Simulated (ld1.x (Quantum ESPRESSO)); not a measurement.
**In (Z = 49): excitation energies, all-electron against TM semilocal**

```json
{"Element": "In", "Generator": "ld1.x (Quantum ESPRESSO) 7.5", "Type": "norm-conserving Troullier–Martins (semilocal form)", "Functional": "PBEsol", "Relativity": "scalar-relativistic", "Frozen core": "[Kr] 4d10", "Valence charge": "3", "Reference configuration": "5s2 5p1", "Partial waves": "5s (bound): rc 2.15 bohr; 5p (bound): rc 2.55 bohr; 5d channel at -0.05 Ry: rc 2.00 bohr", "Local potential": "the d channel", "Core correction": "Bessel-smoothed model core inside 2.10 bohr"}
```

Energies are relative to the spin-unpolarised reference configuration 5s2 5p1; without spin polarisation the order of configurations can differ from experiment.

Task: Give the all-electron excitation energy and the error of the potential for: 5s2 5p0; 5s1 5p0; 5s2 5p0.5; 5s0 5p3; 5s2 5p1.3; 5s1 5p1; 5s1 5p2.

Result:

```json
{"valence configuration": "5s2 5p0", "charge": "+1", "ΔE all-electron (eV)": "5.361", "error AE − PS (meV)": "-17"}
{"valence configuration": "5s1 5p0", "charge": "+2", "ΔE all-electron (eV)": "24.638", "error AE − PS (meV)": "-227"}
{"valence configuration": "5s2 5p0.5", "charge": "+0.5", "ΔE all-electron (eV)": "1.941", "error AE − PS (meV)": "-2.7"}
{"valence configuration": "5s0 5p3", "charge": "0", "ΔE all-electron (eV)": "12.013", "error AE − PS (meV)": "-89"}
{"valence configuration": "5s2 5p1.3", "charge": "-0.3", "ΔE all-electron (eV)": "-0.531", "error AE − PS (meV)": "-0.2"}
{"valence configuration": "5s1 5p1", "charge": "+1", "ΔE all-electron (eV)": "12.014", "error AE − PS (meV)": "-63"}
{"valence configuration": "5s1 5p2", "charge": "0", "ΔE all-electron (eV)": "5.877", "error AE − PS (meV)": "-23"}
```

Levels in the configuration 5s0 5p3:

```tsv
level	all-electron (eV)	pseudo (eV)
5p	-3.853	-3.881
```

Note: ghost state, extra bound levels that the all-electron valence spectrum of the same l lacks: d at -0.76 eV; the semilocal form is local in each channel, so this says nothing of the separable form that plane-wave codes build from it. A true bound ghost makes a file unfit for plane-wave use.
